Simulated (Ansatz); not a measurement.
Hf₂N₂. Charge 0, multiplicity 1. Geometry r2SCAN-D4/def2-TZVP; atoms count from 1.

```xyz
4

Hf   -0.220    0.966    0.977
Hf    0.221   -0.966   -0.977
N     0.317   -0.877    0.938
N    -0.319    0.876   -0.938
```

In the def2 sets Hf takes a core potential; there is no spin–orbit coupling. The restricted singlet is unstable: a solution with broken spin symmetry lies lower. The geometry of the singlet was relaxed on an unsound state (restricted singlet, unstable towards broken spin symmetry). At PBE0-D4/def2-TZVP a triplet of charge 0 lies 0.24 eV below the restricted singlet, each at its own geometry. The structure comes from a short search, and lower isomers may exist.

Question: Estimate the Mulliken populations from the PBE0/def2-TZVP orbitals of Ansatz.

Answer: 
```json
{"atom": "Hf1", "charge (e)": "0.61", "d electrons": "2.10"}
{"atom": "Hf2", "charge (e)": "0.61", "d electrons": "2.10"}
{"atom": "N3", "charge (e)": "-0.61", "d electrons": "–"}
{"atom": "N4", "charge (e)": "-0.61", "d electrons": "–"}
```
Mulliken values and Mayer orders depend strongly on the basis.

Question: And the Mayer bond orders between bonded heavy atoms (over 0.3)?

Answer: Hf1–Hf2 1.46 (2.78 Å); Hf1–N3 1.57 (1.92 Å); Hf1–N4 1.57 (1.92 Å); Hf2–N3 1.57 (1.92 Å); Hf2–N4 1.57 (1.92 Å).
